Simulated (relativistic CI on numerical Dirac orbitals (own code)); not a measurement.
**Electric-dipole transitions in Mo³¹⁺**

Method of calculation: Dirac-Coulomb-Breit CI, separate exchange-only KLI orbitals for each configuration, model QED, unscaled Slater integrals (own radial code, finite nucleus).

Configurations in the expansion (outside the closed core [Ne]): 3s, 3p, 3d, 4s, 4p, 4d, 4f, 5s, 5p, 5d, 5f, 5g, 6s, 6p, 6d, 7s, 7p. Levels of other configurations are missing.

```
λ vac (Å)            Lower            Upper   A (s⁻¹)  log gf  S velocity/length
   10.779   3p 2P°_1/2 [2]   5d 2D_3/2 [16]  3.33e+12   -0.63               0.97
   11.023   3p 2P°_3/2 [3]   5d 2D_5/2 [17]  3.98e+12   -0.36               0.98
   11.906    3d 2D_3/2 [4]  5f 2F°_5/2 [18]  5.32e+12   -0.17               0.99
   11.964    3d 2D_5/2 [5]  5f 2F°_7/2 [19]  5.63e+12   -0.01               0.99
   14.394    3s 2S_1/2 [1]   4p 2P°_3/2 [8]  2.92e+12   -0.44               1.02
   14.577    3s 2S_1/2 [1]   4p 2P°_1/2 [7]  3.37e+12   -0.67               1.01
   15.017   3p 2P°_1/2 [2]    4d 2D_3/2 [9]  5.98e+12   -0.09               0.99
   15.473   3p 2P°_3/2 [3]   4d 2D_5/2 [10]  7.32e+12    0.20               1.00
   17.059    3d 2D_3/2 [4]  4f 2F°_5/2 [11]  1.46e+13    0.58               1.00
   17.110   3p 2P°_3/2 [3]    4s 2S_1/2 [6]  2.61e+12   -0.64               1.02
   17.165    3d 2D_5/2 [5]  4f 2F°_7/2 [12]  1.55e+13    0.74               1.00
   17.189    3d 2D_5/2 [5]  4f 2F°_5/2 [11]  1.03e+12   -0.56               1.00
   23.161   4p 2P°_3/2 [8]   6d 2D_5/2 [26]  8.88e+11   -0.37               0.99
   32.457    4s 2S_1/2 [6]  5p 2P°_3/2 [15]  6.27e+11   -0.40               1.00
   33.508   4p 2P°_1/2 [7]   5d 2D_3/2 [16]  1.09e+12   -0.13               1.00
   34.393   4p 2P°_3/2 [8]   5d 2D_5/2 [17]  1.38e+12    0.17               1.00
   37.051    4d 2D_3/2 [9]  5f 2F°_5/2 [18]  2.51e+12    0.49               1.01
   37.263   4d 2D_5/2 [10]  5f 2F°_7/2 [19]  2.69e+12    0.65               1.01
   38.445   4p 2P°_3/2 [8]   5s 2S_1/2 [13]  8.68e+11   -0.41               1.00
   39.221  4f 2F°_5/2 [11]   5g 2G_7/2 [20]  4.34e+12    0.90               1.00
   39.306  4f 2F°_7/2 [12]   5g 2G_9/2 [21]  4.49e+12    1.02               1.00
   40.607   4d 2D_5/2 [10]  5p 2P°_3/2 [15]  3.46e+11   -0.47               1.00
   61.205   5s 2S_1/2 [13]  6p 2P°_3/2 [24]  1.92e+11   -0.36               1.00
   62.742  5p 2P°_1/2 [14]   6d 2D_3/2 [25]  3.01e+11   -0.15               1.00
   64.258  5p 2P°_3/2 [15]   6d 2D_5/2 [26]  3.86e+11    0.16               1.00
   72.342  5p 2P°_3/2 [15]   6s 2S_1/2 [22]  3.45e+11   -0.27               1.00
   75.333   5d 2D_5/2 [17]  6p 2P°_3/2 [24]  1.67e+11   -0.25               1.00
   104.24   3p 2P°_1/2 [2]    3d 2D_3/2 [4]  5.57e+10   -0.44               1.04
   121.73  6p 2P°_3/2 [24]   7s 2S_1/2 [27]  1.58e+11   -0.15               1.00
   125.65   6d 2D_5/2 [26]  7p 2P°_3/2 [29]  8.54e+10   -0.09               1.00
   126.95   3p 2P°_3/2 [3]    3d 2D_5/2 [5]  3.73e+10   -0.27               1.05
   127.72    3s 2S_1/2 [1]   3p 2P°_3/2 [3]  4.18e+10   -0.39               1.00
   273.09   4p 2P°_1/2 [7]    4d 2D_3/2 [9]  1.33e+10   -0.22               1.00
   312.84    4s 2S_1/2 [6]   4p 2P°_3/2 [8]  9.96e+09   -0.23               0.99
   334.77   4p 2P°_3/2 [8]   4d 2D_5/2 [10]  8.74e+09   -0.05               0.99
   556.77  5p 2P°_1/2 [14]   5d 2D_3/2 [16]  4.33e+09   -0.09               1.00
   624.25   5s 2S_1/2 [13]  5p 2P°_3/2 [15]  3.23e+09   -0.12               1.00
   664.25   4d 2D_5/2 [10]  4f 2F°_7/2 [12]  7.44e+08   -0.40               0.92
   683.87  5p 2P°_3/2 [15]   5d 2D_5/2 [17]  2.82e+09    0.07               1.00
   985.37  6p 2P°_1/2 [23]   6d 2D_3/2 [25]  1.72e+09    0.00               1.00
   1094.8   6s 2S_1/2 [22]  6p 2P°_3/2 [24]  1.28e+09   -0.04               1.00
   1211.3  6p 2P°_3/2 [24]   6d 2D_5/2 [26]  1.12e+09    0.17               1.00
   1237.8   5d 2D_3/2 [16]  5f 2F°_5/2 [18]  3.80e+08   -0.28               0.98
   1337.3   5d 2D_5/2 [17]  5f 2F°_7/2 [19]  3.23e+08   -0.16               0.99
   1757.4   7s 2S_1/2 [27]  7p 2P°_3/2 [29]  5.86e+08    0.04               1.00
```

Terms are leading LS components. Brackets give the number of a level in order of energy, since labels repeat. The list gives strong lines, with weight on those to low levels. Levels whose partners in the same complex of configurations lie outside the list can be far off, and so can their lines. Rates are taken at the computed energies, electric ones in the length gauge. A velocity-to-length ratio far from 1 marks an uncertain rate.

At this charge energies of transitions that change n are usually good to better than 1 %, and those within a shell (Δn = 0) to a few per cent.
